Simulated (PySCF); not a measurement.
## How exact exchange moves a shielding

Molecule: `InChI=1S/CH9NSi2/c2-4-1-3/h1-2,4H2,3H3`.

Bonds (- single, = double, # triple, : aromatic): N1-Si2 1.736 Å, Si2-C3 1.877 Å, C3-Si4 1.884 Å. N1 carries H5, H6; Si2 carries H7, H8; C3 carries H9, H10; Si4 carries H11, H12, H13.

GIAO shieldings (ppm, equivalent atoms averaged) in PySCF 2.14.0 with density-fitted response routines on the PBE0-D3(BJ)/def2-SVP geometry, basis pcSseg-2, gas phase, non-relativistic:

| functional | exact exchange (%) | σ(N1) | σ(Si2) | σ(Si4) |
| --- | --- | --- | --- | --- |
| BLYP | 0 | 240.3 | 343.8 | 384.7 |
| BP86 | 0 | 244.1 | 353.1 | 395.2 |
| PBE | 0 | 244.4 | 353.9 | 397.4 |
| PBE0 | 25 | 249.5 | 370.4 | 410.5 |
| mPW1PW91 | 25 | 248.8 | 369.4 | 408.6 |
| BHandHLYP | 50 | 250.0 | 376.9 | 412.3 |
| HF | 100 | 256.7 | 413.0 | 442.8 |

(1) Fit each shielding as a line in the percentage of exact exchange.

(2) What does the line predict for B3LYP (20 %), and what does the run give?

Answers

(1) σ(N1) = 243.8 + 0.14 x (rms 1.7 ppm); σ(Si2) = 351.2 + 0.61 x (rms 4.0 ppm); σ(Si4) = 393.5 + 0.49 x (rms 4.8 ppm). The functionals also differ in their semilocal parts, which the line can't hold; Hartree–Fock has no correlation at all.

(2) σ(N1): 246.6 predicted, 244.9 computed; σ(Si2): 363.4 predicted, 357.2 computed; σ(Si4): 403.3 predicted, 395.8 computed ppm.
